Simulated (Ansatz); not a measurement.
Ta₂Te₄, relaxed as a singlet with RKS r2SCAN-D4/def2-SVP in Ansatz, starting from the GFN1-xTB geometry. Force threshold 0.02 eV/Å.

In the def2 sets Ta, Te take a core potential; there is no spin–orbit coupling. The restricted singlet is unstable towards broken spin symmetry in Hartree–Fock (as tested in another run); at r2SCAN-D4/def2-SVP this wasn't settled. Another isomer (triplet) lies 1.87 eV lower at PBE0-D4/def2-TZVP; other spin states weren't run for this one.

Start:

Cartesian coordinates in Å:
```
Ta 0.682 1.744 -0.894
Ta 1.640 -0.597 -1.122
Te 0.871 -1.977 1.097
Te -0.690 1.806 1.459
Te -0.993 -0.232 -1.811
Te -1.509 -0.745 1.270
```

**Question.** Estimate the energy that the relaxation releases and the steps that it takes.

**Answer.** 1.62 eV, in 10 steps; 79 s on 4 threads of Arm Neoverse V1 on a shared host. No frequencies were taken in this run, so the end may be a saddle point.

**Question.** Does the start keep its bonding and symmetry?

**Answer.** Bonds lost: Te5–Te6 (atoms count from 1). Point group Cs at the start, Cs at the end, both within 0.05 Å.

**Question.** Predict the relaxed structure.

**Answer.** 
Cartesian coordinates in Å:
```
Ta 0.5043 1.5595 -0.8695
Ta 1.3898 -0.5922 -1.0771
Te 0.6560 -2.0965 1.0068
Te -0.9288 1.7542 1.3783
Te -0.4145 0.1142 -2.9523
Te -1.2068 -0.7391 2.5137
```
Bond lengths (bridged metal pairs left out): 4 × Ta–Te 2.67 to 2.70 Å; 2 × Te–Te 2.75 Å.
